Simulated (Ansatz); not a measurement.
Input and output for `[CH2]1[SiH2][SiH2][GaH]1`.

```yaml
crystal:
  periodic: [false, false, false]
  atoms:
    - {symbol: C, position_ang: [-1.131528, 0.318015, -0.776414]}
    - {symbol: Si, position_ang: [-0.782311, -0.325847, 0.962480]}
    - {symbol: Si, position_ang: [1.528574, 0.076564, 0.756856]}
    - {symbol: Ga, position_ang: [0.689015, -0.094942, -1.510542]}
    - {symbol: H, position_ang: [-2.014503, -0.056001, -1.295439]}
    - {symbol: H, position_ang: [-1.199955, 1.413772, -0.734135]}
    - {symbol: H, position_ang: [-1.009886, -1.800376, 1.005020]}
    - {symbol: H, position_ang: [-1.566076, 0.295042, 2.067831]}
    - {symbol: H, position_ang: [2.545839, -0.795489, 1.402747]}
    - {symbol: H, position_ang: [1.836827, 1.502001, 1.079008]}
    - {symbol: H, position_ang: [1.104014, -0.532738, -2.957402]}
basis:
  gaussian: {orbitals: ANO-RCC-VTZP}
magnetization: {spin_polarized: true, initial_magnetization: 2}
hamiltonian: {xc: {name: HF}, pseudopotentials: {relativity: scalar}}
```

```sh
$ ansatz run in.yaml --threads 4 --pin off --events-out ev --progress --plain --max-ram 10444MiB
```

It prints (some lines left out):

```
Functional definition: HF
2216 factors; their error is unknown
mean field evaluation 1: about -69740.4294 eV, gradient 2.4e1 eV
mean field evaluation 2: about -69743.5984 eV, gradient 1.5e1 eV
mean field evaluation 4: about -69744.9261 eV, gradient 2.0e0 eV
mean field evaluation 8: about -69745.0036 eV, gradient 1.9e-1 eV
mean field evaluation 16: about -69746.8312 eV, gradient 2.2e-2 eV
mean field evaluation 64: about -69746.2354 eV, gradient 6.3e-1 eV
mean field evaluation 96: about -69745.0058 eV, gradient 1.1e-1 eV
mean field -69746.83118136 eV, -2563.1487698149 hartree, gradient 1.8e-5 eV, S^2 2.017182; 0 other end points of the search recorded, 0 dependent functions left out
reference -69746.83118136 eV, -2563.1487698149 hartree; 37, 35 occupied and 202, 204 virtual orbitals, 2216 factors
Total energy: -69746.83118136 eV, -2563.1487698149 hartree
Relativity: scalar
```

Hardware: 4 threads of an Arm Neoverse V1 on a shared host. Wall time 22 s, peak host memory 1.3 GiB.
